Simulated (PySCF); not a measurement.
S⁺ (sulfur, charge +1) across methods

[Ne] 3s2 3p3, high-spin 4S determinant. Computed with PySCF 2.14 in aug-cc-pV(5+d)Z, with no relativity, point nucleus.

| method | E (hartree) | mean ε 3s α (eV) | mean ε 3s β (eV) | mean ε 3p α (eV) | Σ⟨r²⟩ (bohr²) | ⟨S²⟩ |
| --- | --- | --- | --- | --- | --- | --- |
| r2SCAN0 | -397.7149 | -32.097 | -26.549 | -19.866 | 20.54 | 3.751 |
| PBE0 | -397.6033 | -31.329 | -26.604 | -19.492 | 20.59 | 3.750 |
| wB97X-V | -397.6738 | -34.053 | -29.444 | -21.833 | 20.65 | 3.750 |
| r2SCAN | -397.7149 | -29.854 | -25.259 | -18.476 | 20.54 | 3.750 |
| UHF | -397.17375 | -38.434 | -29.054 | -23.468 | 20.74 | 3.751 |
| PBE | -397.5680 | -28.695 | -25.256 | -17.921 | 20.64 | 3.750 |
| LDA | -396.3528 | -28.586 | -25.519 | -17.894 | 20.68 | 3.750 |

Task: Estimate the same row for MN15.

Result: E (hartree) = -397.6499; mean ε 3s α (eV) = -31.166; mean ε 3s β (eV) = -27.019; mean ε 3p α (eV) = -20.033; Σ⟨r²⟩ (bohr²) = 20.53; ⟨S²⟩ = 3.750.
